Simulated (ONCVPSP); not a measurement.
# Si (Z = 14): variants of one ONCV potential

Base potential:

silicon (Si), optimised norm-conserving Vanderbilt (ONCV), made with ONCVPSP 4.0.1 (LDA (Perdew-Wang 92), scalar-relativistic). Core [Ne], reference 3s2 3p2. Waves: 3s: rc 1.45 bohr, ncon 4, nbas 7, qcut 5 1/bohr, 2 projectors, debl 2.2 Ha; 3p: rc 1.70 bohr, ncon 4, nbas 8, qcut 5.4 1/bohr, 2 projectors, debl 3.7 Ha; d scattering state at 0.12 Ha: rc 1.40 bohr, ncon 5, nbas 8, qcut 6.9 1/bohr, 2 projectors, debl 3.1 Ha. Local part: polynomial inside 1.05 bohr (lpopt 5, dvloc0 0 Ha). Core correction: Teter function, fcfact 1.75, rcfact 1.15.

All-electron outer shells of the reference configuration (LDA (PZ), scalar-relativistic, ld1.x):

| shell | level (eV) | outermost node (bohr) | outermost maximum (bohr) |
| --- | --- | --- | --- |
| 2s | -138.73 | 0.15 | 0.45 |
| 2p | -95.60 | – | 0.39 |
| 3s | -10.88 | 0.72 | 1.77 |
| 3p | -4.17 | 0.72 | 2.14 |

Cutoffs, loose and tight: the cutoffs (Ha) at which the residual kinetic energy of the hardest occupied pseudo-wave falls to 1 and 0.1 mHa per electron. They do not see the model core or the augmentation charge, which bear on the density cutoff. Test errors are all-electron minus pseudo excitation energies from the reference, over the configurations 3s2 3p1; 3s2 3p0; 3s1 3p0; 3s1 3p3. A dash means not determined; rows that change the core or the reference have their own tests.

For the base: The cutoffs count occupied waves only; projector 2 of the p channel, the hardest unoccupied one, needs 39 Ha at the loose tolerance.

A true bound ghost makes a file unfit for plane-wave use even where its test errors are small: the radial tests pick states by their node count and pass the ghost by.

```csv
change,outcome,"cutoff, loose","cutoff, tight",bound ghosts,GHOST(+) flags above zero,largest test error (meV)
base,generated,7.9 Ha,51 Ha,s,none,+164
"core correction Teter function, fcfact 1.3, rcfact 1.15",generated,7.9 Ha,51 Ha,s,none,+173
"core correction Teter function, fcfact 2.2, rcfact 1.15",generated,7.9 Ha,51 Ha,s,none,+155
"core correction Teter function, fcfact 2.6, rcfact 1.15",generated,7.9 Ha,51 Ha,s,none,+148
"core correction Teter function, fcfact 3.4, rcfact 1.15",generated,7.9 Ha,51 Ha,s,none,+136
"core correction Teter function, fcfact 4, rcfact 1.15",generated,7.9 Ha,51 Ha,s,none,+128
"core correction Teter function, fcfact 5, rcfact 1.15",generated,7.9 Ha,51 Ha,s,none,+115
"core correction Teter function, fcfact 5.6, rcfact 1.15",generated,7.9 Ha,51 Ha,s,none,+109
"core correction Teter function, fcfact 6.2, rcfact 1.15",generated,7.9 Ha,51 Ha,s,none,+102
"core correction Teter function, fcfact 7, rcfact 1.15",generated,7.9 Ha,51 Ha,s,none,+94
"core correction Teter function, fcfact 7.5, rcfact 1.15",generated,7.9 Ha,51 Ha,s,none,+90
```

Reading the sweep of the fcfact (base included, trends over the rows without a ghost): Bound ghosts are found at 1.3, 1.75, 2.2, 2.6, 3.4, 4, 5, 5.6, 6.2, 7, 7.5. Every judged row has one, so this setting neither creates nor removes them.
